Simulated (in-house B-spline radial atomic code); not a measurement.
A radial electron density 4πr²n(r) was computed for an atom or ion in its tabulated ground configuration with a B-spline radial code for spherical atoms; method: Dirac-Hartree-Fock, average of configuration. Columns: r (bohr), 4πr²n(r) (electrons per bohr), bar.

```
 0.00284   0.5174 #
 0.00337   0.7107 #
 0.00402   0.9816 ##
 0.00478    1.341 ##
 0.00568     1.82 ###
 0.00676     2.46 ####
 0.00805    3.302 ######
 0.00957    4.375 ########
  0.0114     5.75 ##########
  0.0136    7.468 ##############
  0.0161     9.44 #################
  0.0192    11.82 ######################
  0.0228     14.4 ##########################
  0.0272    17.15 ###############################
  0.0323    19.71 ####################################
  0.0384    21.86 ########################################
  0.0457    23.24 ##########################################
  0.0544    23.56 ###########################################
  0.0647    22.69 #########################################
   0.077    20.85 ######################################
  0.0916    18.61 ##################################
   0.109    16.84 ###############################
    0.13    16.39 ##############################
   0.154    17.64 ################################
   0.184    20.31 #####################################
   0.218    22.93 ##########################################
    0.26     24.1 ############################################
   0.309    22.55 #########################################
   0.368    18.28 #################################
   0.438    12.66 #######################
   0.521    7.636 ##############
    0.62    4.508 ########
   0.737    3.285 ######
   0.877    2.929 #####
    1.04    2.464 ####
    1.24    1.621 ###
    1.48   0.7689 #
    1.76   0.2567 
    2.09  0.05719 
    2.49 0.007565 
    2.96 0.0005799 
    3.52 2.256e-05
```

(1) Which atom or ion is it?
A. V9+
B. Ca9+
C. Ar8+
D. Ca8+

## Answers

(1) D. The area under the curve, ∫4πr²n dr = ∫r·4πr²n d(ln r) on this logarithmic grid, is 12 electrons, which only this option has. The configuration is [Ne] 3s2.
